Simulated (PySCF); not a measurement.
Se²⁺: interval between two levels

Se²⁺ [Ar] 3d10 4s2 4p2 [3P2, M_J = 2] → Se²⁺ [Ar] 3d10 4s1 4p3 [5S2, M_J = 2], as a difference of total energies. Calculation: PySCF 2.14, in x2c-SVPall-2c with one added diffuse shell each of s, p, d type (6s7p4d, 47 functions); the two-component X2C-1e Hamiltonian. Correlated levels: [Ne] frozen. "Screened" scales the spin-orbit matrix elements by Boettger's factors to mimic the two-electron term; Breit and QED terms are absent.

| method | interval between two levels (cm⁻¹) |
| --- | --- |
| GHF (spin-free) | 50574 |
| GMP2 (spin-free) | 57941 |
| GHF (screened spin-orbit) | 49447 |
| GMP2 (screened spin-orbit) | 56742 |

The labels give the starting determinants; with spin-orbit coupling the two ends relaxed to ⟨J²⟩ = 6.00, ⟨L²⟩ = 2.16, ⟨S²⟩ = 1.93 and ⟨J²⟩ = 6.00, ⟨L²⟩ = 0.01, ⟨S²⟩ = 5.99.
